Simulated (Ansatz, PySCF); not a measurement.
H$_{8}$O$_{2}$Si$_{2}$Sn (SMILES [OH][Sn]([OH])([SiH3])[SiH3]), singlet, at a GFN2-xTB geometry (such geometries of metal compounds can be far from the true shape) (all electrons, no relativity), with bond 10-4 at 2.4 times its length. Base run: CASSCF(6,4)/STO-3G in PySCF.

The PySCF input:
```python
from pyscf import gto, scf, mcscf
import numpy

mol = gto.Mole()
mol.atom = '''
    O    -0.14183579   -0.93210062    1.79798882
    Sn   -0.00163497   -0.03832602   -0.00833552
    O    -0.03721818   -1.75902386   -1.12388876
    Si    2.50533341    0.63252136   -0.00539761
    Si   -2.40978342    0.89673555   -0.25615849
    H    -0.19032237   -1.88276536    1.74669746
    H     0.01518568   -1.68390834   -2.07190165
    H     3.35018416   -0.52765629    0.27021510
    H     2.71183848    1.67293309    1.00116073
    H     3.33871973    1.96123665   -3.16057499
    H    -2.56062744    1.47714186   -1.59622735
    H    -2.60493263    1.95873837    0.72990814
    H    -3.39742344   -0.16493579   -0.07403633
'''
mol.basis = 'sto-3g'
mol.verbose = 3
mol.build()

mf = scf.RHF(mol)
mf.kernel()
mc = mcscf.CASSCF(mf, 4, 6)
mc.fix_spin_(ss=0.0)
mc.kernel()
occ = numpy.linalg.eigvalsh(mc.fcisolver.make_rdm1(mc.ci, mc.ncas, mc.nelecas))[::-1]
ss = mc.fcisolver.spin_square(mc.ci, mc.ncas, mc.nelecas)[0]
print('natural occupations', occ.round(4), ' <S^2>', round(ss, 4))
```

Programs used: Ansatz (an electronic-structure program), PySCF; a row that names a program was run with it.

Variants of this job, named by their change:

| change | ΔE vs base (kcal/mol) | natural occupations | <S^2> of the state |
|---|---|---|---|
| base | 0.000 | 2.00 2.00 1.14 0.86 | 0.00 |
| active space = 6 electrons, 5 orbitals | -6.22 | 2.00 1.98 1.14 0.86 0.02 | 0.00 |
| active space = 4 electrons, 5 orbitals | -6.10 | 1.98 1.14 0.86 0.02 0.00 | 0.00 |
| start = MP2 natural orbitals | -0.001 | 2.00 2.00 1.14 0.86 | 0.00 |
| orbitals = fixed (CASCI); correction = SC-NEVPT2 | -106.3 | 2.00 2.00 1.14 0.86 | 0.00 |
| active space = 10 electrons, 9 orbitals | -31.04 | 2.00 1.98 1.96 1.96 1.14 0.86 0.04 0.04 0.02 | 0.00 |
| conv_tol = 1e-5 | 0.005 | 2.00 2.00 1.14 0.86 | 0.00 |
| fix_spin_ = off | 0.000 | 2.00 2.00 1.14 0.86 | 0.00 |
| correction = SC-NEVPT2 | -106.8 | 2.00 2.00 1.14 0.86 | 0.00 |
| code = ansatz; correction = SC-NEVPT2, all electrons | -106.6 | - | - |
| solver = newton | 0.000 | 2.00 2.00 1.14 0.86 | 0.00 |

Active orbitals are taken around the Fermi level unless the row says otherwise; CASSCF can end in different local minima, and two programs can end on different orbitals. State-averaged rows give the lowest state.

Ansatz warned in this series: the state or the total is in doubt.
